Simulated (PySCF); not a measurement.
## BLYP on Mn²⁺ (manganese, charge +2)

Configuration: [Ar] 3d4 4s1, high-spin 6D determinant (an excited configuration). All numbers are calculated (PySCF 2.14, the spin-free X2C one-electron Hamiltonian (Gaussian nucleus), in x2c-QZVPPall with one added diffuse shell each of s, p, d, f, g type (12s8p6d5f3g, 128 functions)).

```json
{
  "Total energy": "-1157.491 hartree",
  "One-electron energy": "-1572.263 hartree",
  "Hartree (Coulomb) energy": "466.686 hartree",
  "Exchange-correlation energy": "-51.913 hartree",
  "⟨S²⟩": "8.7505",
  "⟨L²⟩": "6.005",
  "Sum of ⟨r⟩": "15.91 bohr",
  "Sum of ⟨r²⟩": "20.42 bohr²",
  "Traceless quadrupole moment −½Σ⟨3z² − r²⟩ along its main axis": "-0.320 e·bohr²",
  "Langevin diamagnetic susceptibility": "-16.2 ×10⁻⁶ cm³/mol"
}
```

```tsv
shell	electrons	mean orbital energy (eV)	spread (eV)	rms radius, mean of both spins (bohr)
1s α	1	-6451.7	0	0.0704
1s β	1	-6451.6	0	0.0704
2s α	1	-769.89	0	0.304
2s β	1	-768.00	0	0.304
2p α	3	-656.14	0.565	0.274
2p β	3	-654.68	0.926	0.274
3s α	1	-111.90	0	0.908
3s β	1	-107.31	0	0.908
3p α	3	-80.430	0.747	0.969
3p β	3	-75.957	1.815	0.969
3d α	4	-31.695	1.327	1.19
4s α	1	-22.335	0	2.61
```

Densities and radii are taken from the X2C orbitals without a picture-change correction, which distorts them close to the nucleus.
